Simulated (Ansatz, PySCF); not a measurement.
Process, species as SMILES: BB (B2H4) → [BH]B + H atom (the B-H bond at the site shown breaks; other sites are not compared here)
Structures are relaxed separately at B3LYP-D3(BJ)/def2-TZVP in Ansatz (an electronic-structure program), one conformer each, not searched for the lowest.

Wanted: bond dissociation energy (0 K, with B3LYP-D3(BJ) harmonic zero-point energies from PySCF), in kcal/mol. Cores are frozen in the correlated levels unless marked. UHF or UKS for open shells. Spin-orbit coupling is left out. No relativistic terms. CBS(X,Y): correlation extrapolated as X^-3; Hartree-Fock from the larger set.

CCSD(T)/CBS(def2-TZVPPD,def2-QZVPPD) (Ansatz) gives 84.3 kcal/mol.

### Question
Another calculation gave 82.8 kcal/mol. Which level was it?
A) HF/def2-TZVPD (PySCF)
B) r2SCANh/def2-TZVPD (Ansatz)
C) SVWN5/def2-TZVPD (Ansatz)
D) TPSSh/def2-TZVPD (PySCF)

### Answer
D, TPSSh/def2-TZVPD (PySCF). The others give 79.6 (r2SCANh), 87.0 (SVWN5), 66.6 (HF) kcal/mol.
